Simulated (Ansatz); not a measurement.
C2H7AlBF at its PBE0-D4/def2-TZVP geometry, where that method's forces vanish. The species carries charge 0 and has multiplicity 1. The bonds changed during the relaxation, so this is another structure than the one it started from.

```xyz
12

B     0.8056    0.5392    0.8816
C    -0.2877    0.4142   -0.0921
Al    1.3381   -0.6380   -0.9146
C    -1.6645   -0.0316    0.2830
F    -2.4922    1.0713    0.4534
H     0.7858    0.2550    2.0378
H     1.9544    0.6908    0.3994
H    -0.2567    0.9484   -1.0512
H     1.8561   -2.0618   -0.4608
H     1.7453    0.0520   -2.2743
H    -2.1320   -0.6539   -0.4877
H    -1.6522   -0.5857    1.2255
```

(1) What forces (eV/Å) does B3LYP-D4/def2-TZVPP give on these atoms in the Gaussian-basis code of Ansatz? (Estimate.)

## Answers

(1) Ansatz gave: 
```
B1   0.066  0.071  0.135
C2   0.156  0.092 -0.091
Al3  0.145 -0.143 -0.184
C4   0.122 -0.425 -0.015
F5  -0.270  0.334  0.060
H6   0.002  0.033 -0.128
H7  -0.129 -0.015  0.064
H8  -0.032 -0.034  0.113
H9  -0.037  0.093 -0.041
H10 -0.019 -0.062  0.094
H11  0.016  0.032  0.053
H12 -0.020  0.025 -0.062
```

B3LYP here is the variant with VWN-RPA as its local correlation; programs differ in this.
